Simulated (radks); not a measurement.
Initial-state core-level shifts of the erbium ion Er3+ when its valence configuration changes from [Xe] 4f11. All-electron calculation, Dirac Kohn-Sham, PBE, spin-unpolarised, spherical densities, finite nucleus; open shells fill j = l - 1/2 first; Fermi nuclear charge, rms radius 5.2516 fm. Program: a radial shooting solver on a logarithmic mesh with Libxc functionals. Shifts are changes of the shell-averaged eigenvalues in eV (positive: less bound); the change of the density at the nucleus, which sets a Mossbauer isomer shift, is in e/bohr^3, on a base of 8.728e+05.

4f9 6s2: 1s -23.309; 2p -24.792; 4s -25.710; 4d -24.580; density at nucleus +288.84
4f10 6s1: 1s -11.026; 2p -11.704; 4s -12.226; 4d -11.726; density at nucleus +130.90
4f10 6p1: 1s -12.045; 2p -12.722; 4s -13.250; 4d -12.749; density at nucleus +55.27
4f10.5 6s0.5: 1s -5.342; 2p -5.665; 4s -5.938; 4d -5.704; density at nucleus +62.11
4f10 5d1: 1s -7.688; 2p -8.219; 4s -8.855; 4d -8.332; density at nucleus +42.27
4f8.5 6s0.5 6p2: 1s -31.788; 2p -33.728; 4s -34.791; 4d -33.296; density at nucleus +201.56
4f9 6s1 6p1: 1s -24.293; 2p -25.778; 4s -26.703; 4d -25.571; density at nucleus +205.24
4f10.5 5d0.5: 1s -3.743; 2p -3.997; 4s -4.320; 4d -4.073; density at nucleus +20.37
